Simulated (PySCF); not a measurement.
This PySCF input asks for the NMR shieldings of `C=C(C)[C@H]([SiH3])[SiH2]B(Cl)Cl`, C4H11BCl2Si2; the geometry comes from GFN2-xTB.

```python
import basis_set_exchange as bse
import numpy as np
from pyscf import gto, dft
from pyscf.prop import nmr

atoms = """
C    -1.298136    0.336679   -1.268966
C    -0.041772    0.078000   -0.932121
C     1.108120    0.459074   -1.813996
C     0.326013   -0.608551    0.349018
Si   -0.239255   -2.431344    0.313575
Si   -0.295339    0.387392    1.864431
B     0.154900    2.284359    1.478954
Cl   -1.035204    3.445316    1.045724
Cl    1.794369    2.819127    1.442004
H    -1.551010    0.827726   -2.193169
H    -2.121320    0.061209   -0.632679
H     0.765621    0.922694   -2.736194
H     1.763863    1.159242   -1.294101
H     1.697909   -0.423408   -2.062938
H     1.417937   -0.621245    0.425422
H     0.336417   -3.122227    1.467624
H     0.254815   -3.043868   -0.923498
H    -1.696736   -2.517582    0.349063
H     0.385622   -0.162671    3.046636
H    -1.731962    0.160758    2.072174
"""
names = dict.fromkeys(["C", "Si", "B", "Cl", "H"], "pcSseg-1")
basis = {el: gto.basis.parse(bse.get_basis(n, elements=[el], fmt="nwchem")) for el, n in names.items()}
mol = gto.M(atom=atoms, basis=basis, charge=0, verbose=0)
mf = dft.RKS(mol, xc="PBE0")
mf.grids.level = 2
mf.grids.alignment = dft.numint.BLKSIZE   # the property module wants whole blocks of grid points
mf.conv_tol = 1e-9
mf.kernel()

calc = nmr.RKS(mf)   # GIAO
C = mf.mo_coeff
Co = C[:, mf.mo_occ > 0]
resp = mf.gen_response(singlet=True, hermi=2)
def vind(x):   # induced exchange potential for any number of trial vectors
    d = np.einsum("pi,xij,qj->xpq", C, 2 * x.reshape(-1, C.shape[1], Co.shape[1]), Co, optimize=True)
    return np.einsum("xpq,pi,qj->xij", resp(d - d.transpose(0, 2, 1)), C, Co, optimize=True).ravel()
mo1, _ = nmr.rhf.solve_mo1(calc, with_cphf=vind)
sigma = calc.kernel(mo1)
for i, s in enumerate(sigma):   # ppm
    print("%2d %-2s %9.2f" % (i, mol.atom_pure_symbol(i), np.trace(s) / 3))
```

Problem. What does it print?

Solution. 
```
 0 C      68.56
 1 C      30.98
 2 C     156.69
 3 C     172.51
 4 Si    411.80
 5 Si    414.27
 6 B      25.82
 7 Cl    524.52
 8 Cl    573.58
 9 H      26.48
10 H      26.60
11 H      29.96
12 H      29.82
13 H      29.68
14 H      30.66
15 H      27.58
16 H      27.64
17 H      27.81
18 H      27.50
19 H      27.63
```

These numbers come from an equivalent density-fitted implementation of the same equations, which agrees with the script to about 0.01 ppm for H and up to a few tenths of a ppm for heavy atoms, so last digits may differ.

Size and cost of the density-fitted run: 236 basis functions, 2.9 min wall time on 1 thread of an Intel Xeon, shared host; peak memory 1.1 GiB.
